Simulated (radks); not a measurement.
The carbon ion C3+, 3 electrons, occupied as [He] 2p1 (not the ground configuration).

Method: non-relativistic Kohn-Sham, Wu-Cohen GGA, spin-polarised, spherical densities, point nucleus; open shells are filled with parallel spins first; computed with a radial shooting solver on a logarithmic mesh with Libxc functionals.

Energy parts (hartree):
part                     energy
total                 -34.35452
kinetic                34.30041
electron-nucleus      -74.27067
Hartree                 9.46789
exchange-correlation   -3.85215

Orbitals (lengths in bohr, moments of r in powers of bohr; r(max) is where P^2 peaks):
orbital	occ.	eigenvalue (hartree)	r(max)
1s up	1	-12.12424	0.1741
1s down	1	-12.08597	0.1738
2s up	0	-2.08186	1.080
2p up	1	-1.78926	0.9454
3d up	0	-0.63873	2.389

The highest occupied level is 2p up at -48.688 eV. The configuration is held as typed, so some empty levels lie below it. Spin moment in Bohr magnetons: 1. Virial ratio -V/T = 2.00158. The density falls to 0.001 e/bohr^3 at r = 2.44 bohr.
